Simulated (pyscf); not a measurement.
H₃Si–In=AsH (SMILES [SiH3][In]=[AsH]), singlet

Gas-phase minimum from PySCF at ωB97X-D3(BJ)/def2-SVP, one conformer. 

```
In
As 1 2.3770
H 2 1.5376 1 82.69
Si 1 2.5432 3 143.46 2 -179.86
H 4 1.4912 1 110.51 3 -116.87
H 4 1.4913 5 109.19 1 121.55
H 4 1.4920 5 109.16 6 119.26
```

Properties at ωB97X-D3(BJ)/def2-SVP:

```yaml
harmonic_wavenumbers_unscaled: 16, 63, 66, 257, 360, 432, 459, 574, 868, 947, 953, 2164, 2242, 2257, 2258 cm⁻¹
zero_point_energy: 19.9 kcal/mol
rotational_symmetry_number: 1
Entropy of this conformer at 298 K and 1 atm, rigid rotor and harmonic oscillator, modes under 100 cm⁻¹ raised to 100: 352.2 J/(mol K)
dipole_moment: 3.69 D
```

Single-point totals, which compare only within one level (frozen core for MP2 and CC):

```
level                   total energy (hartree)
----------------------  ----------------------
ωB97X-D3(BJ)/def2-TZVP             -2717.95911
PBE/def2-TZVP                      -2717.42684
r²SCAN/def2-TZVP                   -2717.94821
B3LYP-D3(BJ)/def2-TZVP             -2718.06242
PBE0-D3(BJ)/def2-TZVP              -2717.52354
M06-2X/def2-TZVP                   -2717.82080
ωB97M-D3(BJ)/def2-TZVP             -2717.99261
HF/def2-TZVPP                      -2714.67422
MP2/def2-TZVPP                     -2715.35105
CCSD/def2-TZVPP                    -2715.37090
CCSD(T)/def2-TZVPP                 -2715.39864
```

The lowest mode is so soft that the shape along it may change with the basis. Soft torsions are taken as harmonic, which can shift the entropy by several J/(mol K). The CCSD(T) − MP2 part came from Ansatz, without density fitting, on the same reference. The frozen core leaves the outer d or s,p core shells of the metals and heavy elements correlated in the MP2 and CC values, and def2-TZVPP describes them poorly, so these totals are far from the basis limit. Elements up to Kr have no core potential and no relativistic terms here. Elements past Kr carry the def2 core potentials, without spin-orbit coupling.
